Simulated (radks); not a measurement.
Problem. Species: Ho III. Configuration: [Xe] 4f11 (the NIST ground configuration). Calculated with a radial shooting solver on a logarithmic mesh with Libxc functionals: scalar-relativistic Kohn-Sham, Slater X-alpha with alpha = 0.735, spin-polarised, spherical densities, finite nucleus; open shells are filled with parallel spins first (spin-orbit coupling, left out, can overturn this in heavy ions); Fermi nuclear charge, rms radius 5.2022 fm. Some entries of the table are withheld. Estimate them.

| orbital | occ. | eigenvalue (hartree) | <1/r> (bohr^-1) | <r^2> (bohr^2) |
|---|---|---|---|---|
| 1s down | 1 | -2040.144 | 76.00 | 0.0005885 |
| 1s up | 1 | -2040.143 | 76.00 | 0.0005885 |
| 2s up | 1 | -342.0426 | 17.69 | 0.009168 |
| 2s down | 1 | -342.0403 | 17.69 | 0.009167 |
| 2p up | 3 | -303.3510 | 16.39 | 0.007432 |
| 2p down | 3 | -303.3494 | 16.39 | 0.007431 |
| 3s up | 1 | -76.85394 | 6.516 | 0.06038 |
| 3s down | 1 | -76.79900 | 6.519 | 0.06033 |
| 3p up | 3 | -65.01582 | 6.101 | 0.06065 |
| 3p down | 3 | -64.96124 | 6.104 | 0.06059 |
| 3d up | 5 | -49.94606 | 5.789 | 0.05061 |
| 3d down | 5 | -49.90362 | 5.791 | 0.05055 |
| 4s up | 1 | -15.62628 | 2.754 | 0.3035 |
| 4s down | 1 | -15.51053 | 2.754 | 0.3036 |
| 4p up | 3 | -11.72335 | 2.523 | 0.3436 |
| 4p down | 3 | -11.60908 | 2.522 | 0.3439 |
| 4d up | 5 | -6.44228 | 2.228 | 0.4114 |
| 4d down | 5 | -6.33034 | 2.226 | 0.4124 |
| 5s up | 1 | -2.40162 | 1.047 | 1.809 |
| 5s down | 1 | -2.34427 | 1.037 | 1.839 |
| 5p up | 3 | -1.48727 | 0.8721 | 2.548 |
| 5p down | 3 | -1.44529 | 0.8605 | 2.610 |
| 4f up | 7 | -0.69142 | (1) | 0.9020 |
| 4f down | 4 | -0.59385 | (2) | 0.9879 |

Solution. 
(1) 4f up <1/r> (bohr^-1): 1.629
(2) 4f down <1/r> (bohr^-1): 1.601
